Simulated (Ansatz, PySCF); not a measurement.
Stretching the Al1–H2 bond in CH5AlO (SMILES C[O][AlH2]) (multiplicity 1 held, fragments rigid). Energies count from the point at 1.571 Å.
Geometry at that point (charge 0, multiplicity 1):
```xyz
8

Al    -0.4845     0.8978     0.6260
H     -0.4527     1.2177     2.1639
H     -1.2211     1.7731    -0.4631
O      0.3397    -0.4921     0.1337
C      0.5615    -1.1306    -1.1007
H      0.0882    -0.6005    -1.9355
H      1.6351    -1.1935    -1.2991
H      0.1620    -2.1481    -1.0701
```

R- and RO- levels are restricted; in cc, def2 and unpolarised 6-31G sets they are followed outwards from rest. Active spaces are followed from a long bond inwards. Left out are points that failed, MP2 points in a non-variational dive below the minimum, coupled-cluster points behind a sign of a changed root (a jump of the amplitudes, or a one-step jump against full CI or MRCI), small-basis points behind a change of solution, and semi-empirical points at long bonds. Levels need not reach the same state.

Frozen-core correlation. Rows in 6-31G* carry no dispersion term and start afresh at each structure (6-31G* with six Cartesian d functions).

Codes used: Ansatz (an electronic-structure program) with Gaussian orbitals; PySCF for 6-31G* rows. Each number belongs to the level named beside it.

Energies in kcal/mol.

| R (Å) | R-HF/6-31G* | R-HF/cc-pV(T+d)Z | R-BP86/6-31G* | R-SCS-MP2/cc-pV(T+d)Z | FIC-MRCISD+Q on CASSCF(2,2)/cc-pV(T+d)Z |
|---|---|---|---|---|---|
| 1.257 | 27.6 | 25.8 | 27.9 | 25.2 | 25.4 |
| 1.414 | 5.7 | 5.0 | 6.2 | 4.8 | 5.0 |
| 1.571 | 0.0 | 0.0 | 0.0 | 0.0 | 0.0 |
| 1.728 | 3.4 | 3.5 | 2.2 | 3.5 | 3.2 |
| 1.885 | 11.6 | 11.6 | 8.8 | 11.4 | 10.6 |
| 2.121 | 28.0 | 27.6 | 22.3 | 26.8 | 25.0 |
| 2.357 | 45.7 | 44.8 | 36.6 | 43.1 | 39.9 |
| 2.749 | 73.6 | 71.9 | 58.2 | 67.8 | 60.8 |
| 3.142 | 97.7 | 94.8 | 75.4 | 87.5 | 74.9 |
| 3.614 | 121.4 | 116.8 | 90.3 | 104.0 | 83.5 |
| 4.242 | 145.0 | 138.4 | 102.7 | 115.2 | 87.4 |
| 5.028 | 164.6 | 156.6 | left out | 115.3 | 88.3 |

Doubts at one or more of the structures used: a restricted determinant that unrestricted orbitals would lower (R-HF/6-31G*, R-HF/cc-pV(T+d)Z, R-BP86/6-31G*, R-SCS-MP2/cc-pV(T+d)Z).
